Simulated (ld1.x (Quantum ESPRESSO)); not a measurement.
Ni (Z = 28): excitation energies, all-electron against TM

nickel, norm-conserving Troullier–Martins (Kleinman–Bylander form), made with ld1.x (Quantum ESPRESSO) 7.5 (PBE, scalar-relativistic). Core [Ne] 3s2, reference 3p6 3d8 4s1.75 4p0 (charge +0.25). Waves: 3p (bound): rc 1.30 bohr; 3d (bound): rc 1.65 bohr; 4s (bound): rc 1.80 bohr. Local part: the s channel. Core correction: none.

Energies are relative to the spin-unpolarised reference configuration 3p6 3d8 4s1.75 4p0; without spin polarisation the order of configurations can differ from experiment. The frozen-core shift is the all-electron ΔE with the core orbitals held at their reference shape minus the fully relaxed ΔE.

Problem. Give the all-electron excitation energy and the error of the potential for: 3p6 3d8 4s2 4p0; 3p6 3d8 4s1 4p0; 3p6 3d8 4s0 4p0; 3p6 3d7 4s2 4p0; 3p6 3d6 4s0 4p0; 3p6 3d7 4s2 4p1; 3p6 3d9 4s0 4p0.

Solution.

```csv
valence configuration,charge,ΔE all-electron (eV),error AE − PS (meV),frozen-core shift (meV)
3p6 3d8 4s2 4p0,0,-1.631,+0.1,-0.2
3p6 3d8 4s1 4p0,+1,7.691,-1.9,+1.0
3p6 3d8 4s0 4p0,+2,25.042,-13,+3.6
3p6 3d7 4s2 4p0,+1,14.488,-171,+16
3p6 3d6 4s0 4p0,+4,120.065,-683,+154
3p6 3d7 4s2 4p1,0,8.914,-1124,+17
3p6 3d9 4s0 4p0,+1,4.687,-207,+19
```

Levels in the configuration 3p6 3d7 4s2 4p1:

| level | all-electron (eV) | pseudo (eV) |
| --- | --- | --- |
| 3p | -79.507 | -81.278 |
| 3d | -16.210 | -17.558 |
| 4s | -8.075 | -8.709 |
| 4p | -2.618 | -2.117 |

These tests converged, but a pseudo level misses the all-electron one widely, so the file describes the atom poorly there or has found another state: 3p6 3d6 4s0 4p0: empty 4p by 4.7 eV. ld1.x printed “convergence not achieved” for 4 of the counted tests; their residual had stalled under 1e-8, short of the target of 1e-14. A variational frozen-core shift is positive and of second order in the change. This column holds negative values, so the frozen-core run of ld1.x carries numerical noise or an error of first order here, and the column gives no more than the rough size of the effect.
